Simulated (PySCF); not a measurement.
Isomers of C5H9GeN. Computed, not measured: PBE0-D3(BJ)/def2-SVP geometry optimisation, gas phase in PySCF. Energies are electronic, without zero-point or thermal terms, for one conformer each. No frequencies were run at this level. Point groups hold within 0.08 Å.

Problem. Order them by energy at this level, lowest first, and give relative energies in kcal/mol.
A. `[N:1]#[C:2][C@@H:3]1[CH2:4][CH2:5][CH2:6][GeH2:7]1` with C2–C3–C4–C5 -79°, C3–C4–C5–C6 -53°, C4–C5–C6–Ge7 37°, C5–C6–Ge7–C3 -12°
B. `[H]/[N:1]=[CH:2]\[C:3]1=[CH:4][CH2:5][GeH2:6][CH2:7]1` with N1–C2–C3–C4 180°

Solution. A (0.0), B (11.7).

As drawn, the lower has a C≡N group, which the higher lacks; the higher has a C=N bond, an N–H bond and a C=C bond outside aromatic rings, which the lower lacks.

```
                       SMILES       E (Eh)  E rel (kcal/mol)  dipole (D)  point group      A, B, C (MHz)
     N#C[C@@H]1CC[CH2][GeH2]1  -2326.69936               0.0        4.29           C1   2485, 1623, 1189
[H]/N=C\C1=C[CH2][GeH2][CH2]1  -2326.68074              11.7        2.85           Cs  4290, 1052, 863.2
```
